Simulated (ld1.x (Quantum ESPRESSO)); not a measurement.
## B (Z = 5): excitation energies, all-electron against TM

boron, norm-conserving Troullier–Martins (Kleinman–Bylander form), made with ld1.x (Quantum ESPRESSO) 7.5 (PBE, non-relativistic). Core [He], reference 2s2 2p1. Waves: 2s (bound): rc 1.25 bohr; 2p (bound): rc 2.90 bohr. Local part: all-electron potential smoothed inside 1.85 bohr (lloc = -2). Core correction: none.

Energies are relative to the spin-unpolarised reference configuration 2s2 2p1; without spin polarisation the order of configurations can differ from experiment.

```csv
valence configuration,charge,ΔE all-electron (eV),error AE − PS (meV)
2s2 2p0,+1,8.222,+72
2s1 2p0,+2,33.637,+240
2s2 2p0.5,+0.5,2.888,+9.5
2s0 2p3,0,11.708,-51
2s1 2p2,0,5.844,-11
2s2 2p1.3,-0.3,-0.739,+0.7
```

(1) What are ΔE and the potential's error for 2s1 2p1?

## Answers

(1) ΔE = 14.355 eV all-electron; the error (AE − PS) is -40 meV.
